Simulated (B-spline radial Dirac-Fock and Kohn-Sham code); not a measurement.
# Atomic lanthanum: differential elastic cross section for electrons at 20 keV

Method: relativistic (Dirac) partial waves in the static field of the Dirac-Fock atom with Furness-McCarthy exchange, without polarisation or absorption potentials. Computed with a radial finite-basis atomic code.

Input of the calculation (task.json; shells as n, l, electrons):

```json
{"items": [{
  "Z": 57,
  "q": 0,
  "cfg": [[1, 0, 2], [2, 0, 2], [2, 1, 6], [3, 0, 2], [3, 1, 6], [3, 2, 10], [4, 0, 2], [4, 1, 6], [4, 2, 10], [5, 0, 2], [5, 1, 6], [5, 2, 1], [6, 0, 2]],
  "A": 139,
  "rrms": 4.855,
  "do": "elastic",
  "energies": [[20000, 0]],
  "theta": [0, 1, 2, 3, 5, 7, 10, 15, 20, 25, 30, 40, 50, 60, 70, 80, 90, 100, 110, 120, 130, 140, 150, 160, 170, 180]
}]}
```

Command: `python xray2_run.py task.json out`

```tsv
θ (°)	dσ/dΩ (a₀²/sr)	Sherman function
0	970	0.000
1	399	0.000
2	120	0.000
3	48.4	0.000
5	12.2	0.000
7	4.48	0.000
10	1.47	0.000
15	0.416	0.000
20	0.162	0.003
25	0.0780	0.007
30	0.0439	0.012
40	0.0180	0.021
50	0.00904	0.018
60	0.00528	-0.002
70	0.00344	-0.036
80	0.00244	-0.078
90	0.00185	-0.118
100	0.00149	-0.149
110	0.00125	-0.167
120	0.00109	-0.171
130	0.000983	-0.161
140	0.000909	-0.140
150	0.000859	-0.111
160	0.000826	-0.077
170	0.000808	-0.039
180	0.000803	0.000
```

The total elastic cross section is 2.43 a₀², the first transport cross section 0.0368 a₀² and the second, weighted with (3/2) sin²θ, 0.0751 a₀². The mean deflection is ⟨1 − cos θ⟩ = 0.0151, and 0.30 % of the collisions scatter beyond 90°.
